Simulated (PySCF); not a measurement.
## Structure from 2D NMR

Compound of formula C3H8F3NSi2. Correlations simulated from computed shifts and the bond graph:

HSQC (one-bond C–H):
```
  δH    δC
0.48  -0.1
```

HMBC (two and three bonds, from the bond graph):
```
  δH           δC
3.43  139.0, -0.1
0.48        139.0
```

Carbons without hydrogens: δ 171.9, 139.0.

Non-relativistic, in vacuum, one conformer, averaged over atoms made equivalent by symmetry, fast rotation or ring inversion. GFN2-xTB structure; σ from GIAO-PBE0/pcSseg-1; PySCF 2.14.

Shifts are taken against calculated references (same method and geometry level): TMS for 1H (31.72 ppm), 13C (186.93 ppm).

Exchangeable hydrogens are left out of these lists.

Work out the connectivity.

Results:

SMILES C[Si@@](N)([SiH3])C(F)=C(F)F.

Atom-mapped SMILES (the numbers label the heavy atoms): `[CH3:1][Si@@:2]([NH2:3])([SiH3:4])[C:5]([F:6])=[C:7]([F:8])[F:9]`. Each H is labelled by its parent atom.

δC 171.9 is C7, a fully substituted alkene carbon. δC 139.0 is C5, a fully substituted alkene carbon. δC -0.1 is C1, a methyl carbon bonded to Si (δH 0.48). HMBC from δH 3.43 reaches the proton-free carbon C5. HMBC from δH 0.48 reaches the proton-free carbon C5.

The shifts were computed for this structure.

Exchangeable OH/NH protons stand at their gas-phase positions; hydrogen bonding in a real sample shifts them, mostly to higher δ. Shifts are as computed. Against solution values, carbons near 30 ppm lie about +3 ppm off and those near 130 ppm about +5 ppm. Of 1309 compounds with measured shifts, 239 miss one by over three times the rms of a fit or turn the order of signals round; such compounds aren't used in these exercises.
